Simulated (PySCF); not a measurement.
## Two-photon absorption: `CN1BC=CC=C1`, C5H8BN

Molfile (atoms numbered from 1):
```
C5H8BN
     RDKit          3D

 15 15  0  0  0  0  0  0  0  0999 V2000
   -2.1612   -0.1585    0.0582 C   0  0  0  0  0  0  0  0  0  0  0  0
   -0.7144   -0.1165    0.0299 N   0  0  0  0  0  0  0  0  0  0  0  0
    0.0941   -1.2599    0.2597 B   0  0  0  0  0  0  0  0  0  0  0  0
    1.5882   -1.0330    0.1952 C   0  0  0  0  0  0  0  0  0  0  0  0
    2.0685    0.2148   -0.0707 C   0  0  0  0  0  0  0  0  0  0  0  0
    1.1797    1.2888   -0.2854 C   0  0  0  0  0  0  0  0  0  0  0  0
   -0.1649    1.0932   -0.2293 C   0  0  0  0  0  0  0  0  0  0  0  0
   -2.4903   -1.1702    0.2812 H   0  0  0  0  0  0  0  0  0  0  0  0
   -2.5535    0.5155    0.8247 H   0  0  0  0  0  0  0  0  0  0  0  0
   -2.5765    0.1413   -0.9080 H   0  0  0  0  0  0  0  0  0  0  0  0
   -0.4265   -2.2870    0.4813 H   0  0  0  0  0  0  0  0  0  0  0  0
    2.3083   -1.8263    0.3539 H   0  0  0  0  0  0  0  0  0  0  0  0
    3.1320    0.4152   -0.1244 H   0  0  0  0  0  0  0  0  0  0  0  0
    1.5638    2.2753   -0.4946 H   0  0  0  0  0  0  0  0  0  0  0  0
   -0.8517    1.9154   -0.3936 H   0  0  0  0  0  0  0  0  0  0  0  0
  1  2  1  0
  2  3  1  0
  3  4  1  0
  4  5  2  0
  5  6  1  0
  6  7  2  0
  7  2  1  0
  1  8  1  0
  1  9  1  0
  1 10  1  0
  3 11  1  0
  4 12  1  0
  5 13  1  0
  6 14  1  0
  7 15  1  0
M  END
```

The calculation used TDDFT CAM-B3LYP/def2-SVPD excited states, vertical, gas phase in PySCF. Geometry: GFN2-xTB.

Problem. How strongly do the lowest singlets absorb one photon, and two photons of half the energy?

Solution. δ for parallel linear polarisation; σ at the peak of a Lorentzian of half width 0.1 eV, single beam; Ω is circular over linear.
```tsv
state	E (eV)	f	photon λ (nm)	δ (au)	σ (GM)	Ω	main
S1	5.07	0.174	489	29.3	0.28	0.15	HOMO→LUMO 0.92
S2	6.08	0.053	408	99.1	1.34	0.44	HOMO→LUMO+2 0.73, HOMO−1→LUMO 0.24
S3	6.18	0.000	401	96.2	1.35	1.50	HOMO→LUMO+1 0.87
S4	6.67	0.002	372	<0.1	0.00	–	HOMO−2→LUMO 0.95
S5	6.95	0.022	357	7.31	0.13	1.50	HOMO→LUMO+4 0.77, HOMO→LUMO+3 0.09
```
